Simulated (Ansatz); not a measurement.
The same ligand exchange along the group Mg, Zn, Cd.

Isolated molecules relaxed with PBE0-D4/def2-TZVP in Ansatz; ΔE leaves out vibrations. CCSD(T)/CBS adds triple-zeta CCSD(T) − MP2 to the extrapolated MP2 energy (def2 sets, frozen cores). This one scheme is used for every species. DFT in def2-TZVPP. def2 core potentials past Kr. For Cd, Mg, Zn outer-core shells are correlated without core-valence functions, which leaves a few kJ/mol of doubt a bond. Scalar relativity is left out up to krypton. Each species was taken in one conformer, which may not be the lowest.

```
                                              reaction  HF/CBS(def2) (kJ/mol)  RPA@PBE/def2-TZVPP (kJ/mol)  B2PLYP (kJ/mol)
`[OH][Mg][SH]` + `O[SiH3]` → `[OH][Mg][O][SiH3]` + H₂S                    -25                          -28              -23
`[OH][Zn][SH]` + `O[SiH3]` → `[OH][Zn][O][SiH3]` + H₂S                     32                           23               35
`[OH][Cd][SH]` + `O[SiH3]` → `[OH][Cd][O][SiH3]` + H₂S                     66                           50               64
```

(1) Give the CCSD(T)/CBS values in the same order. (Estimate.)

Largest T1 diagnostic: 0.016, for `[OH][Zn][O][SiH3]`.

## Answers

(1) The calculation gave: -25, 37, 68 kJ/mol.
